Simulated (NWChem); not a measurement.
System: HSeOCl; SMILES O[Se]Cl

Parts of the log:

```
             Northwest Computational Chemistry Package (NWChem) 7.3.0
             --------------------------------------------------------

 C1  symmetry detected

                             Geometry "geometry" -> ""
                             -------------------------

 Output coordinates in angstroms (scale by  1.889725989 to convert to a.u.)

  No.       Tag          Charge          X              Y              Z
 ---- ---------------- ---------- -------------- -------------- --------------
    1 Se                  34.0000     0.41258651     0.47058132     0.00407876
    2 Cl                  17.0000    -0.19200776    -1.63454437     0.00792700
    3 O                    8.0000    -1.15835069     1.30315706     0.07015521
    4 H                    1.0000    -1.49700384     1.36223293    -0.83467852

 Effective nuclear repulsion energy (a.u.)     258.7884596954

                                 NWChem DFT Module
                                 -----------------

 Summary of "ao basis" -> "ao basis" (spherical)
 ------------------------------------------------------------------------------
       Tag                 Description            Shells   Functions and Types
 ---------------- ------------------------------  ------  ---------------------
 Se                         def2-svp                12       32   5s4p3d
 Cl                         def2-svp                 8       18   4s3p1d
 O                          def2-svp                 6       14   3s2p1d
 H                          def2-svp                 3        5   2s1p

            General Information
            -------------------
          SCF calculation type: DFT
          Wavefunction type:  closed shell.
          No. of atoms     :     4
          No. of electrons :    60
           Alpha electrons :    30
            Beta electrons :    30
          Charge           :     0
          Spin multiplicity:     1
          Use of symmetry is: off; symmetry adaption is: off
          Maximum number of iterations: 150
          AO basis - number of functions:    69
                     number of shells:    29
          Convergence on energy requested:  1.00D-06
          Convergence on density requested:  1.00D-05
          Convergence on gradient requested:  5.00D-04

              XC Information
              --------------
                       M06-2X Method XC Functional
                     Hartree-Fock (Exact) Exchange  0.540
                        M06-2X Exchange Functional  1.000
                      M06-2X Correlation Potential  1.000

             Grid Information
             ----------------
          Grid used for XC integration:  coarse
          Radial quadrature: Mura-Knowles
          Angular quadrature: Lebedev.
          Tag              B.-S. Rad. Rad. Pts. Rad. Cut. Ang. Pts.
          ---              ---------- --------- --------- ---------
          Se                  1.15       95           7.0       302
          Cl                  1.00       70           9.0       302
          O                   0.60       35           8.0       302
          H                   0.35       35           8.0       302
          Grid pruning is: on
          Number of quadrature shells:   235
          Spatial weights used:  Erf1

      Superposition of Atomic Density Guess
      -------------------------------------

 Sum of atomic energies:       -2934.02573732

      Non-variational initial energy
      ------------------------------

 Total energy =   -2934.407757
 1-e energy   =   -4598.308924
 2-e energy   =    1405.112707
 HOMO         =      -0.218041
 LUMO         =      -0.031996

     ---------------------------------------------
      Total Density - Mulliken Population Analysis
     ---------------------------------------------

    Atom       Charge   Shell Charges
 -----------   ------   -------------------------------------------------------
    1 Se  34    33.34   2.00  2.00  2.00  1.35  0.53  6.00  5.98  1.51  1.86  8.21  1.75  0.15
    2 Cl  17    17.33   2.00  1.99  1.23  0.72  5.94  2.10  3.33  0.02
    3 O    8     8.67   1.99  1.10  0.68  2.94  1.95  0.01
    4 H    1     0.66   0.53  0.07  0.06

   convergence    iter        energy       DeltaE   RMS-Dens  Diis-err
 ---------------- ----- ----------------- --------- --------- ---------
 d= 0,ls=0.0,diis     1  -2936.9891225416 -3.20D+03  1.15D-02  4.30D-01
 d= 0,ls=0.0,diis     2  -2936.9962570010 -7.13D-03  6.04D-03  3.95D-01
 d= 0,ls=0.0,diis     3  -2937.0340617281 -3.78D-02  1.33D-03  2.31D-02
 d= 0,ls=0.0,diis     4  -2937.0360183319 -1.96D-03  5.07D-04  1.91D-03
 d= 0,ls=0.0,diis     5  -2937.0362259194 -2.08D-04  1.23D-04  1.07D-04
  Resetting Diis
 d= 0,ls=0.0,diis     6  -2937.0362374832 -1.16D-05  3.54D-05  2.66D-06
 d= 0,ls=0.0,diis     7  -2937.0362381154 -6.32D-07  1.27D-05  3.02D-07
 d= 0,ls=0.0,diis     8  -2937.0362381805 -6.50D-08  5.77D-06  1.21D-07

         Total DFT energy =    -2937.036238180455
      One electron energy =    -4598.190413463317
           Coulomb energy =     1526.812642880885
    Exchange-Corr. energy =     -124.446927293435
 Nuclear repulsion energy =      258.788459695412

 Numeric. integr. density =       59.999960782182

                       DFT Final Molecular Orbital Analysis
                       ------------------------------------

 Vector   28  Occ=2.000000D+00  E=-4.005746D-01
              MO Center= -4.3D-01,  8.5D-02,  3.7D-03, r^2= 3.3D+00
   Bfn.  Coefficient  Atom+Function         Bfn.  Coefficient  Atom+Function
  ----- ------------  ---------------      ----- ------------  ---------------
    44      0.365532  2 Cl py                55      0.339728  3 O  py
    54      0.278274  3 O  px                41      0.273864  2 Cl py
    58      0.262542  3 O  py                57      0.220097  3 O  px
     4     -0.193084  1 Se s                  5     -0.170855  1 Se s
    12     -0.165237  1 Se px                38      0.158170  2 Cl py

 Vector   29  Occ=2.000000D+00  E=-3.884095D-01
              MO Center= -2.2D-01, -1.3D+00,  1.3D-02, r^2= 2.1D+00
   Bfn.  Coefficient  Atom+Function         Bfn.  Coefficient  Atom+Function
  ----- ------------  ---------------      ----- ------------  ---------------
    43      0.606822  2 Cl px                40      0.442786  2 Cl px
    37      0.254688  2 Cl px                55     -0.135929  3 O  py
    54      0.123146  3 O  px                 5     -0.119374  1 Se s
     4     -0.115275  1 Se s                 44     -0.105074  2 Cl py
    57      0.105572  3 O  px                58     -0.102310  3 O  py

 Vector   30  Occ=2.000000D+00  E=-2.921532D-01
              MO Center=  2.2D-01,  1.2D-01, -8.5D-03, r^2= 2.6D+00
   Bfn.  Coefficient  Atom+Function         Bfn.  Coefficient  Atom+Function
  ----- ------------  ---------------      ----- ------------  ---------------
    17      0.569999  1 Se pz                14      0.494013  1 Se pz
    45     -0.345081  2 Cl pz                11     -0.301841  1 Se pz
    42     -0.231846  2 Cl pz                56     -0.154770  3 O  pz
    39     -0.131451  2 Cl pz                59     -0.112478  3 O  pz
    65      0.109391  4 H  s                  8      0.097486  1 Se pz

 Vector   31  Occ=0.000000D+00  E=-3.298079D-02
              MO Center=  2.3D-01, -6.4D-02,  1.0D-03, r^2= 3.1D+00
   Bfn.  Coefficient  Atom+Function         Bfn.  Coefficient  Atom+Function
  ----- ------------  ---------------      ----- ------------  ---------------
    16      0.771085  1 Se py                44      0.598413  2 Cl py
    13      0.418151  1 Se py                36      0.317538  2 Cl s
     4     -0.274128  1 Se s                 41      0.273324  2 Cl py
    10     -0.260660  1 Se py                43      0.193600  2 Cl px
    15      0.175070  1 Se px                35      0.175882  2 Cl s

 Vector   32  Occ=0.000000D+00  E= 1.398732D-03
              MO Center= -8.4D-02,  5.7D-01, -1.4D-01, r^2= 3.1D+00
   Bfn.  Coefficient  Atom+Function         Bfn.  Coefficient  Atom+Function
  ----- ------------  ---------------      ----- ------------  ---------------
    15      0.742223  1 Se px                53      0.687272  3 O  s
    66     -0.400622  4 H  s                 12      0.328027  1 Se px
    57      0.280113  3 O  px                16     -0.275860  1 Se py
    54      0.248150  3 O  px                 4     -0.246453  1 Se s
     5     -0.241754  1 Se s                  9     -0.210066  1 Se px

 Vector   33  Occ=0.000000D+00  E= 1.081115D-01
              MO Center= -1.3D+00,  1.2D+00, -9.3D-01, r^2= 3.0D+00
   Bfn.  Coefficient  Atom+Function         Bfn.  Coefficient  Atom+Function
  ----- ------------  ---------------      ----- ------------  ---------------
    66      1.420048  4 H  s                 53     -0.552050  3 O  s
    15      0.433570  1 Se px                59      0.393546  3 O  pz
    57      0.358944  3 O  px                 4     -0.350033  1 Se s
    16     -0.237684  1 Se py                54      0.237500  3 O  px
    56      0.219787  3 O  pz                 3      0.155929  1 Se s

     ---------------------------------------------
      Total Density - Mulliken Population Analysis
     ---------------------------------------------

    Atom       Charge   Shell Charges
 -----------   ------   -------------------------------------------------------
    1 Se  34    33.60   2.00  2.00  1.99  1.42  0.48  6.00  5.98  1.77  1.78  8.22  1.73  0.22
    2 Cl  17    17.20   2.00  1.99  1.24  0.73  5.94  2.10  3.18  0.02
    3 O    8     8.43   1.99  1.08  0.72  2.81  1.82  0.01
    4 H    1     0.77   0.66  0.05  0.06

     -------------------------------------------
      Total Density - Lowdin Population Analysis
     -------------------------------------------

    Atom       Charge   Shell Charges
 -----------   ------   -------------------------------------------------------
    1 Se  34    33.73   2.00  2.00  1.96  1.12  0.71  5.99  5.79  1.89  1.98  7.89  2.00  0.40
    2 Cl  17    17.10   2.00  1.96  1.07  0.86  5.83  2.23  3.14  0.03
    3 O    8     8.25   1.97  0.92  0.65  2.66  2.03  0.02
    4 H    1     0.92   0.56  0.18  0.18

     Multipole analysis of the density
     ---------------------------------

     L   x y z        total         alpha         beta         nuclear
     -   - - -        -----         -----         ----         -------
     0   0 0 0     -0.000000    -30.000000    -30.000000     60.000000

     1   1 0 0      0.125471      0.062736      0.062736      0.000000
     1   0 1 0      0.472971      0.236486      0.236486     -0.000000
     1   0 0 1     -0.608131     -0.304066     -0.304066      0.000000

     2   2 0 0    -25.535758    -47.388828    -47.388828     69.241898
     2   1 1 0     -0.069656      3.855338      3.855338     -7.780332
     2   1 0 1      2.069454     -0.091487     -0.091487      2.252427
     2   0 2 0    -26.922003   -135.573753   -135.573753    244.225502
     2   0 1 1     -1.764050      0.119035      0.119035     -2.002121
     2   0 0 2    -27.084526    -14.859443    -14.859443      2.634360

            General Information
            -------------------
          SCF calculation type: DFT
          Wavefunction type:  closed shell.
          No. of atoms     :     4
          No. of electrons :    60
           Alpha electrons :    30
            Beta electrons :    30
          Charge           :     0
          Spin multiplicity:     1
          Use of symmetry is: off; symmetry adaption is: off
          Maximum number of iterations: 150
          AO basis - number of functions:    69
                     number of shells:    29
          Convergence on energy requested:  1.00D-06
          Convergence on density requested:  1.00D-05
          Convergence on gradient requested:  5.00D-04

              XC Information
              --------------
                       M06-2X Method XC Functional
                     Hartree-Fock (Exact) Exchange  0.540
                        M06-2X Exchange Functional  1.000
                      M06-2X Correlation Potential  1.000

             Grid Information
             ----------------
          Grid used for XC integration:  coarse
          Radial quadrature: Mura-Knowles
          Angular quadrature: Lebedev.
          Tag              B.-S. Rad. Rad. Pts. Rad. Cut. Ang. Pts.
          ---              ---------- --------- --------- ---------
          Se                  1.15       95           7.0       302
          Cl                  1.00       70           9.0       302
          O                   0.60       35           8.0       302
          H                   0.35       35           8.0       302
          Grid pruning is: on
          Number of quadrature shells:   235
          Spatial weights used:  Erf1

          Convergence Information
          -----------------------
          Convergence aids based upon iterative change in
          total energy or number of iterations.
          Levelshifting, if invoked, occurs when the
          HOMO/LUMO gap drops below (HL_TOL):  1.00D-02
          DIIS, if invoked, will attempt to extrapolate
          using up to (NFOCK): 10 stored Fock matrices.

                    Damping( 0%)  Levelshifting(0.5)       DIIS
                  --------------- ------------------- ---------------
          dE  on:    start            ASAP                start
          dE off:    2 iters        150 iters           150 iters

                            NWChem DFT Gradient Module
                            --------------------------

  charge          =   0.00
  wavefunction    = closed shell

                         DFT ENERGY GRADIENTS

    atom               coordinates                        gradient
                 x          y          z           x          y          z
   1 Se      0.779675   0.889270   0.007708    0.000119  -0.000901  -0.000888
   2 Cl     -0.362842  -3.088841   0.014980    0.000786  -0.001001   0.000044
   3 O      -2.188965   2.462610   0.132574   -0.001784   0.002245   0.001891
   4 H      -2.828927   2.574247  -1.577314    0.000878  -0.000343  -0.001048
```

Level: M06-2X/def2-SVP. Coordinates come from a PBE0/def2-SVP optimisation.

### Question
Write an input that gives this output.

### Answer
This is not unique; one that fits is the input that was run:
```
start job
memory heap 200 mb stack 900 mb global 1100 mb
geometry units angstroms noautoz
  Se     0.391654     0.479011    -0.003712
  Cl    -0.169034    -1.638217     0.005108
  O     -1.195248     1.278721     0.083455
  H     -1.546577     1.331687    -0.816913
end
basis spherical
  Se library def2-svp
  Cl library def2-svp
  O library def2-svp
  H library def2-svp
end
dft
  xc m06-2x
  grid coarse
  iterations 150
  mulliken
end
task dft gradient
```
